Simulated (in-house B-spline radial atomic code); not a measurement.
# wB97X excitations of B II (B+)

Method: wB97X. Computed with a B-spline radial code for spherical atoms: linear response of the closed shell [He] 2s2 with the functional's adiabatic kernel; scalar-relativistic (spin-free one-electron X2C), finite nucleus, no spin-orbit coupling, no double excitations, S, P, D and F terms only.

Command:
```bash
python run_td.py task.json out
```
Settings (radii: box in bohr, nucleus in fm):
```
Z                        5
electrons                4
configuration            [He] 2s2
hamiltonian              x2c
method                   wb97x
box_radius               41.61
rms_radius               2.406
intervals                77
```

Cost of the run: 0.6 s on 1 thread of Arm Neoverse N1 (shared host).

The lowest states, in the order of their Tamm-Dancoff energies; the method's threshold (minus the highest occupied level) is 23.315 eV. Labels give the largest channel, * marks a mixed state, and oscillator strengths are full-response dipole values. Measured ¹D terms are left out, since they can mix with doubly excited terms. Semilocal kernels can invert the small singlet-triplet splittings of Rydberg terms. Energies in eV:

| state | full response | Tamm-Dancoff | oscillator strength | measured (J-weighted term) |
| --- | --- | --- | --- | --- |
| 2s → 2p 3P | 3.651 | 4.298 | - | 4.631 |
| 2s → 2p 1P | ? | ? | ? | ? |
| 2s → 3s 3S | 15.040 | 15.060 | - | 16.090 |
| 2s → 3s 1S | 15.865 | 15.879 | - | - |
| 2s → 3p 3P | 16.407 | 16.434 | - | 17.853 |
| 2s → 3p 1P | 16.848 | 16.867 | 0.087 | 17.866 |
| 2s → 3d 3D | 17.529 | 17.540 | - | 18.678 |
| 2s → 3d 1D | 17.718 | 17.725 | - | - |
| 2s → 4s 3S | ? | ? | - | - |
| 2s → 4s 1S | 19.231 | 19.237 | - | - |
| 2s → 4p 3P | 19.600 | 19.608 | - | - |
| 2s → 4p 1P | 19.633 | 19.639 | 0.0435 | - |
| 2s → 4f 3F | 19.918 | 19.921 | - | - |
| 2s → 4d 1D | 19.986 | 19.989 | - | - |
| 2s → 4d 3D | 19.992 | 19.996 | - | - |
| 2s → 4f 1F | 20.088 | 20.088 | - | - |

(1) Where does 2s → 4s 3S lie?

(2) Where does 2s → 2p 1P lie?

(3) How large is the singlet-triplet splitting of 2s → 2p (P terms) in Tamm-Dancoff?

(4) What polarisabilities and dispersion coefficient does the method give?

Results:

(1) At 19.052 eV in full response, 19.057 eV in Tamm-Dancoff.

(2) At 8.472 eV in full response, 8.886 eV in Tamm-Dancoff, oscillator strength 1.02; measured 9.100 eV.

(3) 4.59 eV, from the unrounded values.

(4) Dipole 11.23 bohr³, quadrupole 28.43 bohr⁵, C6 31.41 hartree·bohr⁶ for two such species.
